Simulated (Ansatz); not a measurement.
System: C₂H₃F₃O₂Si, charge 0, multiplicity 1. 
Coordinates optimised at B3LYP-D3(BJ)/def2-TZVP (Ansatz, a quantum-chemistry and plane-wave program):
SMILES: F[Si](F)(F)OC(C)=O
```xyz
11

C     -2.9950    -0.0406    -0.1543
C     -1.6103     0.3006     0.2956
O     -1.3036     1.0454     1.1808
O     -0.6588    -0.3600    -0.4461
Si     0.9473    -0.1794    -0.1769
F      1.4249     1.2981    -0.4065
F      1.6598    -1.1003    -1.2326
F      1.3656    -0.6567     1.2587
H     -3.7204     0.4959     0.4497
H     -3.1115     0.2203    -1.2071
H     -3.1520    -1.1168    -0.0682
```
Charge 0, spin multiplicity 1.

Basis-set convergence of Hartree-Fock and CCSD(T) correlation energies (hartree) with Ansatz. Valence correlation only, unless marked. No spin-orbit coupling. Non-relativistic.

```json
[
 {"basis": "cc-pV(D+d)Z", "functions": "136", "E(HF)": "-814.75562", "E(corr, CCSD(T))": "-1.33032"},
 {"basis": "cc-pV(T+d)Z", "functions": "291", "E(HF)": "-814.97782", "E(corr, CCSD(T))": "-1.71317"},
 {"basis": "cc-pV(Q+d)Z", "functions": "539", "E(HF)": "-815.02878", "E(corr, CCSD(T))": "-1.84709"}
]
```

Extrapolating the two largest sets (X = 3 and 4) as X^-3: E(corr) = (64·(-1.84709) - 27·(-1.71317))/37 = -1.9448 Eh, an estimate of the basis-set limit. The largest set recovers 95.0 % of it, the smallest 68.4 %.
